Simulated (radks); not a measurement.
Values are calculated unless marked as measured or tabulated.
Problem. Ionisation of Os10+, [Kr] 4d10 4f14 5s2 5p4, to Os11+, [Kr] 4d10 4f14 5s2 5p3, under several functionals. Dirac Kohn-Sham, spin-unpolarised, spherical densities, point nucleus; open shells fill j = l - 1/2 first; a radial shooting solver on a logarithmic mesh with Libxc functionals. Known Delta-SCF values: revPBE 208.21 eV; Wu-Cohen GGA 208.53 eV. What does PW91 give, and what is its highest occupied eigenvalue?

Solution. 208.51 eV by Delta-SCF; the 5p3/2 eigenvalue is -198.26 eV. NIST: 213 eV (theoretical).

Beside tabulated values, note that spin-unpolarised runs miss the spin-polarisation part of the exchange energy of open shells.
